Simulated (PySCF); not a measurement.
Electron correlation in Ca+ (calcium, charge +1)

[Ar] 4s1, 2S determinant. Calculation: PySCF 2.14, in ANO-RCC-VTZP (6s5p2d1f, 38 functions); the spin-free X2C one-electron Hamiltonian (Gaussian nucleus). Frozen: [Ne]; 9 electrons correlated.

```
  level  correlation energy (mhartree)
   CCSD                        -244.57
    (T)                          -5.21
CCSD(T)                        -249.78
  CCSDT                        -250.04
```

Diagnostics: T1 = 0.0070, D1 = 0.0296, largest double amplitude 0.032.

**Question.** Is a single reference adequate?

**Answer.** Yes: T1 lies below 0.03 and no double amplitude reaches 0.07.
